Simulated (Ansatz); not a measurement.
Consider the cleavage of the Ge–Si bond: `O[SiH]([SiH3])[GeH3]` + `N=CBO` → `OB/C=[N]/[GeH3]` + `O[SiH2][SiH3]`.

Program: Ansatz. Geometries: PBE0-D4/def2-TZVP. ΔE: electronic, gas phase. CCSD(T)/CBS is the MP2 limit (def2-TZVPP, def2-QZVPP) plus CCSD(T) − MP2 in def2-TZVPP, frozen cores. Functionals use def2-TZVPP. For Ge outer-core shells are correlated without core-valence functions, which leaves a few kJ/mol of doubt a bond. Scalar relativity is left out up to krypton. One conformer a species, not always the lowest.

`O[SiH]([SiH3])[GeH3]`:

```xyz
12

O    -1.791   -1.120    0.245
Si   -0.368   -0.345    0.597
Si    1.336   -1.515   -0.494
Ge   -0.402    1.941   -0.098
H    -2.595   -0.760    0.622
H    -0.111   -0.345    2.070
H     2.631   -0.850   -0.179
H     1.129   -1.480   -1.966
H     1.401   -2.932   -0.045
H    -1.623    2.674    0.492
H    -0.474    2.065   -1.630
H     0.866    2.668    0.386
```

`N=CBO`:

Cartesian coordinates in Å:
```
N -0.314 -0.446 -1.238
C -0.612 0.320 -0.266
B 0.378 0.254 0.979
O 1.407 -0.595 0.865
H -0.968 -0.379 -2.018
H -1.492 0.975 -0.295
H 0.255 0.901 1.978
H 1.347 -1.031 -0.004
```

`OB/C=[N]/[GeH3]`:

Cartesian coordinates in Å:
```
O -1.914 -1.673 -1.433
B -0.954 -1.588 -0.486
C -0.304 -0.172 -0.257
N 0.604 -0.029 0.621
Ge 1.372 1.650 0.891
H -2.278 -2.556 -1.533
H -0.611 -2.543 0.152
H -0.662 0.673 -0.878
H 0.742 2.687 -0.066
H 1.127 2.038 2.356
H 2.880 1.513 0.632
```

`O[SiH2][SiH3]`:

Z-matrix (Å, degrees):
```
Si
Si 1 2.347
O 1 1.654 2 112.4
H 1 1.484 2 110.6 3 117.6
H 1 1.493 2 108.5 3 -123.5
H 2 1.489 1 110.0 3 177.8
H 2 1.491 1 110.1 3 58.6
H 2 1.488 1 111.4 3 -61.5
H 3 0.958 1 117.6 2 -58.8
```

```
             level  ΔE (kcal/mol)
         r2SCAN-D4            8.7
           ωB97X-V            7.7
            B2PLYP            6.2
     HF/def2-TZVPP            2.7
    MP2/def2-TZVPP            6.0
   CCSD/def2-TZVPP            6.9
     HF/def2-QZVPP            2.4
SCS-MP2/def2-QZVPP            5.1
```

(1) What does CCSD(T)/CBS give? (Estimate.)

Largest T1 diagnostic among the species: 0.014.

Answers

(1) Computed: +8.0 kcal/mol. The listed levels differ from it by 0.7, -0.3, -1.8, -5.3, -2.0, -1.1, -5.6, -2.9 kcal/mol.

The D4 term adds +1.0 kcal/mol with B3LYP and +0.6 kcal/mol with PBE0; it sums over pairs of atoms, weighted by their polarisabilities, and B3LYP, whose exchange is more repulsive, gets the larger term. In def2-TZVPP, CCSD(T) changes the Hartree–Fock value by +4.4 kcal/mol (the triples alone add +0.3 kcal/mol) and MP2 by +3.3 kcal/mol.

B3LYP here is the variant with VWN-RPA as its local correlation; programs differ in this.
